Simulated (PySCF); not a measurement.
Computed IR spectrum (relative IR intensity) of a molecule C3H10OSi2. Coordinates come from a PBE-D3(BJ)/def2-SVP optimisation. The values are those of a single conformer. All values below come from PBE-D3(BJ)/def2-SVP (PySCF 2.14.0). Frequencies are harmonic and unscaled.

Lines under 2 % of the strongest are left out, and lines within 2 cm⁻¹ are merged.

| ν (cm⁻¹) | relative intensity |
|---|---|
| 158 | 9.4 |
| 220 | 10 |
| 226 | 33 |
| 299 | 6.0 |
| 387 | 3.1 |
| 540 | 7.1 |
| 607 | 29 |
| 619 | 16 |
| 682 | 6.1 |
| 700 | 17 |
| 790 | 38 |
| 805 | 5.9 |
| 861 | 100 |
| 871 | 9.8 |
| 876 | 60 |
| 901 | 94 |
| 907 | 24 |
| 912 | 18 |
| 918 | 19 |
| 932 | 36 |
| 1025 | 19 |
| 1090 | 25 |
| 1651 | 14 |
| 2141 | 70 |
| 2160 | 28 |
| 2170 | 43 |
| 2175 | 35 |
| 2194 | 62 |
| 3040 | 6.3 |
| 3172 | 3.5 |
| 3768 | 28 |

**Question.** Pick the molecule that these values belong to.
(A) C=C(OC)[SiH2][SiH3]
(B) O[SiH2][C@H]1CC[SiH2]1
(C) C=C[C@H]([SiH3])[SiH2]O
(D) O[C@H]1C[Si@@H]([SiH3])C1

**Answer.** C, C=C[C@H]([SiH3])[SiH2]O
